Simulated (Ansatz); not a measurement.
System: sum formula HGeO2, net charge 1, singlet state. It need not be the lowest isomer of its formula. SMILES: [O]=[Ge]=[OH+]
Structure (B3LYP-D3(BJ)/def2-TZVP (Ansatz, an electronic-structure program) minimum search):
```xyz
4

Ge    -0.0372    -0.0289     0.0435
O      1.2372     0.2950    -1.0149
O     -1.3353    -0.1365     0.9775
H      1.9755    -0.3427    -1.0931
```
Charge +1, spin multiplicity 1.

Parts of the frozen-core correlation energy in STO-3G (Ansatz, hartree). Frozen orbitals: 16; correlated occupied orbitals by spin: 8 and 8; virtual: 5 and 5. No spin-orbit coupling. Non-relativistic. The restricted reference is unstable.

| term | value |
|---|---|
| reference (HF) | -2199.73121 |
| MP2 opposite-spin | (withheld) |
| MP2 same-spin | (withheld) |
| CCSD correlation | -0.19839 |
| (T) | (withheld) |
| FCI minus CCSD(T) | 0.00033 |
| T1 diagnostic | 0.043 |
| largest doubles amplitude | 0.107 |

Some entries are withheld; supply them.


- MP2 opposite-spin, value: -0.14980
- MP2 same-spin, value: -0.05227
- (T), value: -0.02722
